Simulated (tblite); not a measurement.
C₇H₁₅OP.
Structure used (GFN2-xTB), in Å, numbered top down from 1:
```
atom  x, y, z in Å
C1     1.7223    0.5663    0.7424
C2     1.0044    0.1414   -0.5366
C3     0.1727    1.2883   -1.1281
C4    -0.9512    1.7947   -0.2256
C5    -2.0394    0.7486   -0.0328
P6    -1.3777   -0.8153    0.6385
O7    -2.3203   -1.9371    0.6302
C8     0.1426   -1.1095   -0.3441
C9     0.8748   -2.3038    0.2571
H10    1.0278    0.6747    1.5705
H11    2.2250    1.5188    0.5862
H12    2.4745   -0.1673    1.0203
H13    1.7764   -0.1077   -1.2780
H14    0.8451    2.1207   -1.3505
H15   -0.2608    0.9547   -2.0753
H16   -1.3897    2.6879   -0.6788
H17   -0.5449    2.0865    0.7433
H18   -2.8304    1.1027    0.6343
H19   -2.5102    0.4858   -0.9865
H20   -0.9391   -0.4837    1.9217
H21   -0.2540   -1.4083   -1.3271
H22    0.2046   -3.1617    0.2731
H23    1.7570   -2.5582   -0.3284
H24    1.1788   -2.0986    1.2818
```

Computed values, GFN2-xTB/tblite, gas phase, harmonic and unscaled. Against measured fundamentals such values can be off by several per cent, at times by over 20. Modes of hydrogen on phosphorus can be 10 to 20 % off. One conformer, not necessarily the lowest.

Harmonic wavenumbers (cm⁻¹): 91.6, 112.8, 186.1, 203.8, 219.7, 266.3, 277.8, 292.3, 305.9, 324.2, 389.1, 430.2, 489.4, 578.0, 662.8, 736.0, 751.9, 824.1, 864.5, 894.9, 914.7, 949.1, 983.1, 986.5, 1006.2, 1024.6, 1050.8, 1072.1, 1084.7, 1110.3, 1152.9, 1171.1, 1185.8, 1223.6, 1244.5, 1273.3, 1280.8, 1291.5, 1318.5, 1337.8, 1348.0, 1364.3, 1405.3, 1411.0, 1432.1, 1481.0, 1486.6, 1491.0, 1492.4, 1504.3, 1516.5, 2262.9, 2857.2, 2892.9, 2924.9, 2946.5, 2956.3, 2960.9, 2976.0, 2999.6, 3014.3, 3021.2, 3029.0, 3031.2, 3045.1, 3051.5.

A = 1740, B = 1405, C = 917.2 MHz; mass 146.086 u (most abundant isotopes); point group C1, symmetry number 1.

Zero-point energy?

Half the sum of the wavenumbers: 45733 cm⁻¹ = 547.08 kJ/mol.

Give the ideal-gas entropy at 350 K and 1 bar in the rigid-rotor, harmonic-oscillator model (classical rotation).

Translation 174.35, rotation 124.81, vibration 134.66: S = 433.8 J/(mol K).

And Cp and H(350 K) − H(0)?

Cp = 201.78 J/(mol K), of which vibrations give 168.52 (their classical limit is 66 R = 548.8); H(350 K) − H(0) = 38.96 kJ/mol without the zero-point energy, 27.32 from vibrations.

Blend soft modes into free rotors: weight 1/[1 + (100 cm⁻¹/ν̃)⁴] for the oscillator and the rest for a rotor with moment μB/(μ + B), μ = h/(8π²ν), B = 10⁻⁴⁴ kg m². What vibrational entropy results?

131.59 J/(mol K) in place of 134.66, which changes −T·S at 350 K by +1.08 kJ/mol.

What must be added to the electronic energy to get the Gibbs energy at 350 K and 1 bar?

ZPE + [H(350 K) − H(0)] − T·S = 547.08 + 38.96 − 151.84 = 434.20 kJ/mol.

Hindered rotation and anharmonicity are outside this model. Other conformers, if any are populated, would add a mixing term that is left out. The structure is chiral; the term R ln 2 for an equal mix with its mirror image is left out.
